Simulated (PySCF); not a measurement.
## Two-component Hartree-Fock for Ta⁶⁶⁺ (tantalum, charge +66)

Start: [He] 2s2 2p3; 2p1/2 filled at m_j = -1/2, +1/2; 2p3/2 filled at m_j = +3/2. Calculated with PySCF 2.14 in an uncontracted even-tempered set (16 s from 51 bohr⁻², ratio 2.4; 13 p from 66 bohr⁻², ratio 2.4; 5 d from 220 bohr⁻², ratio 2.6; 4 f from 330 bohr⁻², ratio 2.6): generalised Hartree-Fock with the X2C-1e Hamiltonian and a Gaussian nucleus; one run each with spin-orbit coupling (SO) switched off, then screened by Boettger's factors.

| spinor shell | electrons | ε, spin-free (eV) | ε, screened SO (eV) | weight of nominal j (screened SO) | rms radius, screened SO (bohr) |
| --- | --- | --- | --- | --- | --- |
| 1s1/2 | 2 | -74701.0 | -74646.2 | 1.000 | 0.0211 |
| 2s1/2 | 2 | -17852.9 | -17836.4 | 1.000 | 0.0827 |
| 2p1/2 | 2 | -16613.1 | -17519.8 | 1.000 | 0.0698 |
| 2p3/2 | 1 | -16613.1 | -16169.3 | 1.000 | 0.0764 |

```json
{"quantity": "E (hartree)", "spin-free": "-8977.19825", "screened SO": "-9031.44920"}
{"quantity": "M_J", "spin-free": "3/2", "screened SO": "3/2"}
{"quantity": "⟨J²⟩", "spin-free": "3.750", "screened SO": "3.750"}
{"quantity": "⟨L²⟩", "spin-free": "0.000", "screened SO": "2.603"}
{"quantity": "⟨S²⟩", "spin-free": "3.750", "screened SO": "1.461"}
```

Each row is a mean over spinors that exchange with the open shell spreads, by up to 66.729 eV (2s1/2).

Breit and QED terms are absent; they matter most for the inner s and p1/2 levels.

Densities and radii are taken from the X2C orbitals without a picture-change correction, which distorts them close to the nucleus.

Without spin-orbit coupling the j labels of p, d and f shells carry no meaning; the spin-free column gives the mean over the occupied spinors of each nl shell.
